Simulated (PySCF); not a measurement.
**Worked example: entropy of an ideal gas**

Si(AsH2)(F)(H)2 (AsFH4Si), SMILES F[SiH2][AsH2].

The structure is a stationary point at TPSSh-D3(BJ)/def2-SVP.

TPSSh-D3(BJ)/def2-SVP (PySCF) gives the harmonic wavenumbers 110, 162, 359, 440, 603, 686, 745, 856, 912, 965, 996, 2194, 2213, 2261, 2272 cm⁻¹ and the rotational temperatures 0.7555, 0.1074, 0.0981 K. The molar mass is 126.04 g/mol, the symmetry number 1, the spin multiplicity 1.

Q: Work out the entropy at 298.15 K and 1 atm in the rigid-rotor, harmonic-oscillator model.

A: 
Translation (Sackur–Tetrode at 1 atm): S = R[1.5 ln M + 2.5 ln T − 1.16487] = 169.1 J/(mol K).
Rotation: q = (√π/σ) T^1.5/√(θA θB θC) = 102000, S = R[ln q + 3/2] = 108.4 J/(mol K).
Vibration: with u = 1.4388 ν/T, each mode gives R[u/(e^u − 1) − ln(1 − e^−u)]:
```
ν (cm⁻¹)  modes     u  S (J/(mol K))
--------  -----  ----  -------------
110           1  0.53          13.68
162           1  0.78          10.57
359           1  1.73           4.71
440           1  2.12           3.46
603           1  2.91           1.86
686           1  3.31           1.35
745           1  3.60           1.08
856           1  4.13           0.70
912           1  4.40           0.56
965           1  4.66           0.45
996           1  4.81           0.40
```
The stiffer modes add less than 0.005 each. Sum 38.8 J/(mol K).
Spin: R ln 1 = 0.0 J/(mol K).
Total 316.3 J/(mol K); the program's own thermochemistry gives 316.3. Translation makes up 53 % and vibration 12 %. Anharmonicity, hindered rotation and orbital degeneracy are left out.
